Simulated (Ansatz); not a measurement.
Abridged output of a molecular run in Ansatz:

```
Functional definition: HF
1155 factors; integrals over basis functions are off by at most 1.0e-3 eV
mean field evaluation 1: about -73845.8848 eV, gradient 2.4e1 eV
mean field evaluation 2: about -73845.8905 eV, gradient 2.4e1 eV
mean field evaluation 4: about -73848.4119 eV, gradient 2.2e0 eV
mean field evaluation 8: about -73848.5164 eV, gradient 2.0e-1 eV
mean field -73848.51786334 eV, -2713.8829751547 hartree, gradient 2.2e-6 eV, S^2 0.765843; 0 other end points of the search recorded, 0 dependent functions left out
14 core orbitals not correlated: weight in the atoms' cores, before any rotation towards them, 1.000 or more for the frozen orbitals, at most 0.000 for the correlated occupied ones
reference -73848.51786334 eV, -2713.8829751547 hartree; 20, 19 occupied and 123, 124 virtual orbitals, 1155 factors
second order -22.53602507 eV of doubles, -0.00000000 eV of singles
cycle   1  -22.04598548 eV  change    4.9e-1 eV  update   1.2e-1
cycle   2  -22.58990596 eV  change   -5.4e-1 eV  update   3.9e-2
cycle   3  -22.72802777 eV  change   -1.4e-1 eV  update   2.4e-2
cycle   4  -22.71941670 eV  change    8.6e-3 eV  update   9.0e-3
cycle   5  -22.71227483 eV  change    7.1e-3 eV  update   4.8e-3
cycle   6  -22.71487353 eV  change   -2.6e-3 eV  update   2.6e-3
cycle   7  -22.71557747 eV  change   -7.0e-4 eV  update   1.4e-3
cycle   8  -22.71533130 eV  change    2.5e-4 eV  update   7.1e-4
cycle   9  -22.71561628 eV  change   -2.8e-4 eV  update   3.7e-4
cycle  10  -22.71555752 eV  change    5.9e-5 eV  update   1.8e-4
cycle  11  -22.71546924 eV  change    8.8e-5 eV  update   8.4e-5
cycle  12  -22.71554863 eV  change   -7.9e-5 eV  update   4.1e-5
cycle  13  -22.71554440 eV  change    4.2e-6 eV  update   1.6e-5
perturbative correction -0.73636062 eV, -0.0270607535 hartree
Total energy: -73871.96976836 eV, -2714.7448167679 hartree
Checks for a lower state left out: cluster_reference
```

Its atoms:

```xyz
5

F     0.813    0.752   -1.552
Sn   -0.376   -0.515   -0.700
Se    0.046   -0.224    1.792
H    -1.969    0.077   -1.074
H     1.486   -0.089    1.534
```

**Question.** Which basis set was used?
A. cc-pV(Q+d)Z
B. def2-QZVPP
C. def2-SVP
D. def2-TZVPP

**Answer.** D. It gives 157 functions.

**Question.** Write the keys of the input that set method, charge and spin (a neutral closed shell needs none for the last two).

**Answer.** 
```yaml
magnetization: {spin_polarized: true, initial_magnetization: 1}
correlation: {method: ccsd_t}
scf: {omitted_lower_state_checks: [cluster_reference]}
```
